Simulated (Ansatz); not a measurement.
Mo₂O₄⁻. Total charge -1; doublet. Geometry r2SCAN-D4/def2-SVPD; atoms count from 1.

```xyz
6

Mo    0.180    0.900   -1.762
Mo   -0.051   -0.233    0.479
O     0.572   -1.825    0.396
O    -0.140    0.946    2.034
O    -1.463    0.447    1.646
O     0.903   -0.235   -2.793
```

In the def2 sets Mo takes a core potential; there is no spin–orbit coupling. The structure holds 1 bond(s) between oxygen atoms. The charge -1 doublet is spin-contaminated (final ⟨S²⟩ up to 2.06, 0.75 for a pure state). No other spin state of charge -1 was run. The geometry of the doublet was relaxed on an unsound state (⟨S²⟩ 1.92, where a pure state has 0.75). Another isomer (quartet) lies 5.14 eV lower at PBE0-D4/def2-TZVPD; other spin states weren't run for this one.

**Question.** Estimate the Mulliken populations from the PBE0/def2-TZVPD orbitals of Ansatz.

**Answer.** 
```csv
atom,charge (e),spin (α − β),d electrons
Mo1,0.49,2.78,4.43
Mo2,1.17,-1.80,4.04
O3,-0.85,0.10,–
O4,-0.54,-0.01,–
O5,-0.54,-0.01,–
O6,-0.72,-0.05,–
```
Mulliken values and Mayer orders depend strongly on the basis. With diffuse functions, as here, like atoms can get unlike values, and bond orders can come out too low or too high.

**Question.** Where does the spin sit?

**Answer.** Summed by element: Mo 0.98, O 0.02, of 1 unpaired in all. Largest on single atoms: Mo1 2.78, Mo2 -1.80, O3 0.10.

**Question.** And the Mayer bond orders between bonded heavy atoms (over 0.3)?

**Answer.** Mo1–Mo2 1.55 (2.52 Å); Mo1–O6 1.85 (1.70 Å); Mo2–O3 1.55 (1.71 Å); Mo2–O4 0.61 (1.95 Å); Mo2–O5 0.61 (1.95 Å); O4–O5 0.65 (1.47 Å).
